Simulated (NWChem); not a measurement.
The numbers come from NWChem runs, not from measurements. System: H₂GeO₂, charge 0, spin multiplicity 1, at a geometry optimised with PBE/def2-SVP. The structure started from a generated list of species. Level: G0W0@PBE/def2-TZVPP, RI basis def2-tzvpp-rifit.

Output (cleaned and shortened):

```
             Northwest Computational Chemistry Package (NWChem) 7.3.0
             --------------------------------------------------------

                                NWChem Input Module
                                -------------------

 Scaling coordinates for geometry "geometry" by  1.889725989
 (inverse scale =  0.529177249)

 Turning off AUTOSYM since
 SYMMETRY directive was detected!

                             Geometry "geometry" -> ""
                             -------------------------

 Output coordinates in angstroms (scale by  1.889725989 to convert to a.u.)

  No.       Tag          Charge          X              Y              Z
 ---- ---------------- ---------- -------------- -------------- --------------
    1 Ge                  32.0000     0.00000000     0.00000000     0.42862400
    2 O                    8.0000    -1.31846300     0.00000000    -0.81134300
    3 H                    1.0000    -2.18831300     0.00000000    -0.36723200
    4 O                    8.0000     1.31846300     0.00000000    -0.81134300
    5 H                    1.0000     2.18831300     0.00000000    -0.36723200

 Effective nuclear repulsion energy (a.u.)     188.2686159275

            Nuclear Dipole moment (a.u.)
            ----------------------------
        X                 Y               Z
 ---------------- ---------------- ----------------
    -0.0000000000     0.0000000000     0.0000302356

      Symmetry information
      --------------------

 Group name             C2v
 Group number             16
 Group order               4
 No. of unique centers     3

      Symmetry unique atoms

     1    2    3


 Summary of "ao basis" -> "" (spherical)
 ------------------------------------------------------------------------------
       Tag                 Description            Shells   Functions and Types
 ---------------- ------------------------------  ------  ---------------------
 *                         def2-tzvpp                 on all atoms

 new library libraries.bse/

 Summary of "ri basis" -> "" (spherical)
 ------------------------------------------------------------------------------
       Tag                 Description            Shells   Functions and Types
 ---------------- ------------------------------  ------  ---------------------
 *                      def2-tzvpp-rifit              on all atoms

  pbe96 is a nonlocal functional; adding pw91lda local functional.

                                 NWChem DFT Module
[...]
    82      0.886942  3 H  s                127      0.886942  5 H  s
    53     -0.713503  2 O  s                 98     -0.713503  4 O  s
    21     -0.438673  1 Ge pz                18     -0.256755  1 Ge pz
    81      0.182694  3 H  s                126      0.182694  5 H  s
    60      0.150771  2 O  px               105     -0.150771  4 O  px

 center of mass
 --------------
 x =  -0.00000000 y =   0.00000000 z =   0.08736712

 moments of inertia (a.u.)
 ------------------
         123.845007552478           0.000000000000          -0.000000000000
           0.000000000000         356.898751175853           0.000000000000
          -0.000000000000           0.000000000000         233.053743623374

     Multipole analysis of the density
     ---------------------------------

     L   x y z        total         alpha         beta         nuclear
     -   - - -        -----         -----         ----         -------
     0   0 0 0     -0.000000    -25.000000    -25.000000     50.000000

     1   1 0 0      0.000000      0.000000      0.000000     -0.000000
     1   0 1 0     -0.000000     -0.000000     -0.000000      0.000000
     1   0 0 1      0.972926      0.486448      0.486448      0.000030

     2   2 0 0    -16.024016    -74.774738    -74.774738    133.525460
     2   1 1 0      0.000000      0.000000      0.000000      0.000000
     2   1 0 1     -0.000000     -0.000000     -0.000000      0.000000
     2   0 2 0    -20.695425    -10.347713    -10.347713      0.000000
     2   0 1 1      0.000000      0.000000      0.000000      0.000000
     2   0 0 2    -24.794118    -42.181791    -42.181791     59.569464

 Task  times  cpu:       12.9s     wall:       12.9s

                                NWChem Input Module
                                -------------------

                                 NWChem GW Module
                                 ----------------

                             ***********************
                             ***        GW       ***
                             ***********************

 Summary of "ri basis" -> "ri basis" (spherical)
 ------------------------------------------------------------------------------
       Tag                 Description            Shells   Functions and Types
 ---------------- ------------------------------  ------  ---------------------
 Ge                     def2-tzvpp-rifit            37      159   10s9p8d5f4g1h
 O                      def2-tzvpp-rifit            22       76   8s6p4d3f1g
 H                      def2-tzvpp-rifit            10       30   4s3p2d1f

                 Memory Information
                 ------------------
          Available GA per process is          1699.9 MBs
          Available stack per process is        700.0 MBs
          Available heap per process is           0.0 MBs

          Peak memory in Initialization
              Peak GA per process is                 11.7 MBs
              Peak stack per process is               0.2 MBs
              Peak heap per process is               12.3 MBs
              Memory not in MA per process            0.0 MBs

          Peak memory in AFF Calculation
              Peak GA per process is                 79.3 MBs
              Peak stack per process is              60.9 MBs
              Peak heap per process is                0.0 MBs
              Memory not in MA per process           60.9 MBs

          Computing 2-center integrals
          Computing Inverse Cholesky factor
          Computing 3-center integrals
          Computing V_xc ...

          Computing Sigma_x
          Computing RPA polarizability
          Solving quasiparticle equations

                  Alpha Orbitals
          State     Energy (eV)     Error (eV)
          -----------------------------------
@GW        22        -11.308           0.005
@GW        23        -10.833           0.004
@GW        24        -10.147           0.002
@GW        25         -9.233           0.002
@GW        26          0.478           0.002
@GW        27          1.993           0.002

   Applying  -3.0683 eV scissor-shift to rest of particle states

   Applying   2.8885 eV scissor-shift to rest of hole states

     GW Timing Statistics
   ------------------------
   Init.   :          0.1s
     ERIs  :          1.2s
     Distr.:          0.0s
     Vxc   :          0.1s
   Sigma_x :          0.0s
   RPA     :          3.5s
   Wmn     :          0.0s
   Sigma_c :          0.0s
   GW total:          5.1s

 Task  times  cpu:        5.1s     wall:        5.1s

 Total times  cpu:       18.0s     wall:       18.0s
```

Task: Write an NWChem input that would produce this output.

Result: This is not unique; one that fits is 
```
start mol
memory heap 200 mb stack 700 mb global 1700 mb
geometry units angstroms nocenter noautoz
  Ge     0.000000     0.000000     0.428624
  O     -1.318463     0.000000    -0.811343
  H     -2.188313     0.000000    -0.367232
  O      1.318463     0.000000    -0.811343
  H      2.188313     0.000000    -0.367232
  symmetry group C2v
end
basis spherical
  * library def2-tzvpp
end
basis "ri basis" bse spherical
  * library def2-tzvpp-rifit
end
dft
  xc xpbe96 cpbe96
  iterations 100
  direct
  tolerances tight
end
task dft energy
gw
  states alpha occ 4 vir 2
end
task dft gw
```
